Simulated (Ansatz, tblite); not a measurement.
Forces on AsSbSbSb tetrahedron (Sb3As) at its PBE-D4/def2-SVP geometry. The state is a singlet with charge 0.

In the def2 sets Sb takes a core potential; there is no spin–orbit coupling. The xTB rows come from tblite.

GFN1-xTB (tblite), largest force 1.60 eV/Å:

```xyz
4
positions Å, forces eV/Å
As    0.806   -1.307    0.400   -0.567    0.920   -0.281
Sb   -1.462    0.023    0.923    1.319    0.085   -0.907
Sb    0.991    1.367    0.371   -1.005   -1.189   -0.384
Sb   -0.336   -0.083   -1.694    0.253    0.185    1.573
```

GFN2-xTB (tblite), largest force 1.29 eV/Å:

```
As -0.653 1.059 -0.324
Sb 0.846 -0.136 -0.449
Sb -0.446 -0.844 -0.158
Sb 0.253 -0.080 0.930
```

BHLYP-D4/def2-TZVP (Ansatz), largest force 0.86 eV/Å:

```
As -0.437 0.709 -0.217
Sb 0.735 -0.032 -0.450
Sb -0.477 -0.697 -0.177
Sb 0.179 0.020 0.844
```
